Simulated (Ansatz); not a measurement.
Basis-set series for F3HMoOS, SMILES `[OH][Mo]([F])([F])([F])=[S]`. The species carries charge 0 and has multiplicity 1. Mo takes the def2 core potential. Geometry: relaxed with PBE0-D4/def2-TZVP. It is one conformer, not always the lowest.

| functional | basis | functions | energy (Eh) | HOMO (eV) | LUMO (eV) |
| --- | --- | --- | --- | --- | --- |
| PBE0-D4 | def2-SVP | 110 | -841.00455 | -9.06 | -3.91 |
| PBE0-D4 | def2-QZVPP | 409 | -841.67038 | -9.03 | -3.85 |
| ωB97M-V | def2-SVP | 110 | -841.29053 | -11.16 | -1.65 |
| ωB97M-V | def2-QZVPP | 409 | -841.96307 | -11.17 | -1.62 |

(1) Give the rows for def2-TZVPP. (An estimate is asked.)

Answers

(1) Computed: 
```tsv
functional	basis	functions	energy (Eh)	HOMO (eV)	LUMO (eV)
PBE0-D4	def2-TZVPP	236	-841.63369	-9.04	-3.86
ωB97M-V	def2-TZVPP	236	-841.92796	-11.17	-1.61
```
